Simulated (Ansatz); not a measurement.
Program: Ansatz 0.2.0.

A structure relaxed at PBE0-D4/def2-TZVP, charge 0, multiplicity 1:

Cartesian coordinates in Å:
```
Si 1.7313 -2.5639 -0.3058
O 1.1735 -1.2043 0.4408
Ge 0.0000 0.0000 -0.0008
O 0.6630 1.5708 0.3382
Si 2.1833 2.1031 0.6883
O -1.4693 -0.1901 0.9087
Si -2.1374 0.6463 2.1622
O -0.3671 -0.1767 -1.6908
Si -1.7772 -0.1855 -2.5444
H 2.6328 -2.2045 -1.4298
H 2.4810 -3.3395 0.7107
H 0.6005 -3.3747 -0.8273
H 2.5562 1.7284 2.0760
H 3.1711 1.5205 -0.2567
H 2.1670 3.5791 0.5540
H -1.1220 0.9092 3.2147
H -3.2272 -0.1946 2.7119
H -2.6913 1.9389 1.6851
H -2.6464 0.9458 -2.1287
H -1.4179 -0.0456 -3.9756
H -2.5038 -1.4628 -2.3308
```

**Question.** Give its formula and SMILES.

**Answer.** GeH12O4Si4, `[SiH3][O][Ge]([O][SiH3])([O][SiH3])[O][SiH3]`.

**Question.** Point group (tolerance 0.08 Å, 0.16 Å for H)?

**Answer.** S4.

**Question.** Summarise the bond lengths by kind.

**Answer.** 4 × O–Si 1.648 Å; 12 × H–Si 1.482 to 1.486 Å; 4 × Ge–O 1.738 Å.
